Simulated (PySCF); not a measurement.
# $^{29}$Si chemical shifts

Isolated molecule, relativity neglected, equivalent nuclei averaged, single conformer. Coordinates at the GFN2-xTB level; σ from GIAO-PBE0/pcSseg-1; PySCF 2.14.

Shieldings were converted by a linear fit to measured shifts: $^{29}$Si (scatter 8.9 ppm rms, 25.8 ppm with the 6 outliers that the fit left out vs TMS, solution or neat liquid). A few per cent of atoms miss by over 2 rms, more outside the fitted compound classes.

**Question.** Give the $^{29}$Si shifts of `CC[Si@H]1C(=O)C=C1C[SiH3]`, `CC#C[C@@H](F)[C@@H](F)[SiH2]SC`, `CCC(=O)[Si@@H]1C=CC[SiH2]1`.

**Answer.** 
```tsv
compound	environment	δ (ppm)
[CH3:1][CH2:2][Si@H:3]1[C:4](=[O:5])[CH:6]=[C:7]1[CH2:8][SiH3:9]	Si3: silicon bonded to 3 C, H, in a 4-membered ring	-4.5
[CH3:1][CH2:2][Si@H:3]1[C:4](=[O:5])[CH:6]=[C:7]1[CH2:8][SiH3:9]	Si9: silicon bonded to C, 3 H	-64.9
CC#C[C@@H](F)[C@@H](F)[SiH2]SC	silicon bonded to C, S, 2 H	-30.4
[CH3:1][CH2:2][C:3](=[O:4])[Si@@H:5]1[CH:6]=[CH:7][CH2:8][SiH2:9]1	Si5: silicon bonded to 2 C, Si, H, in a 5-membered ring	-50.1
[CH3:1][CH2:2][C:3](=[O:4])[Si@@H:5]1[CH:6]=[CH:7][CH2:8][SiH2:9]1	Si9: silicon bonded to C, Si, 2 H, in a 5-membered ring	-70.1
```

**Question.** Match the shifts -19.0, -33.3, -60.1 ppm to `CC#C[C@@H](F)[C@H](F)[SiH2]SC`, `Cc1cc(C[SiH3])coc1=O`, `CS[SiH2][C@H]1CC=C1C(F)F`.

**Answer.** -19.0: CS[SiH2][C@H]1CC=C1C(F)F (silicon bonded to C, S, 2 H); -33.3: CC#C[C@@H](F)[C@H](F)[SiH2]SC (silicon bonded to C, S, 2 H); -60.1: Cc1cc(C[SiH3])coc1=O (silicon bonded to C, 3 H).
